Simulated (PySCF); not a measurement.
H5AlN2, SMILES [NH2][AlH][NH2], B3LYP/def2-SVP optimised geometry.

```
8

Al    -0.23     0.55     0.00
H     -1.01     1.92     0.00
N     -1.14    -0.98     0.00
H     -2.16    -1.03     0.00
H     -0.76    -1.92     0.00
N      1.55     0.55     0.00
H      2.16    -0.27     0.00
H      2.11     1.39     0.00
```

Density from PySCF with B3LYP/def2-TZVP at that geometry.

Minimum of the electron density along straight lines between bonded atoms, close to the bond critical point (lines longer than 1.1 times the sum of covalent radii, or with two minima, are not listed):

| bond | length / Å | ρ at the minimum / e bohr⁻³ | ∇²ρ there / e bohr⁻⁵ | position (fraction from the first atom) |
|---|---|---|---|---|
| Al1–H2 | 1.580 | ? | ? | 0.51 |
| Al1–N3 | 1.779 | 0.101 | 0.57 | 0.42 |
| N3–H4 | 1.016 | 0.330 | -1.53 | 0.73 |
| N3–H5 | 1.015 | 0.331 | -1.54 | 0.73 |
| Al1–N6 | 1.779 | 0.101 | 0.57 | 0.42 |
| N6–H7 | 1.015 | 0.331 | -1.54 | 0.73 |
| N6–H8 | 1.016 | 0.330 | -1.53 | 0.73 |

Task: Some entries are withheld; supply them.

Result: 
- Al1–H2, ρ at the minimum / e bohr⁻³: 0.083
- Al1–H2, ∇²ρ there / e bohr⁻⁵: 0.21
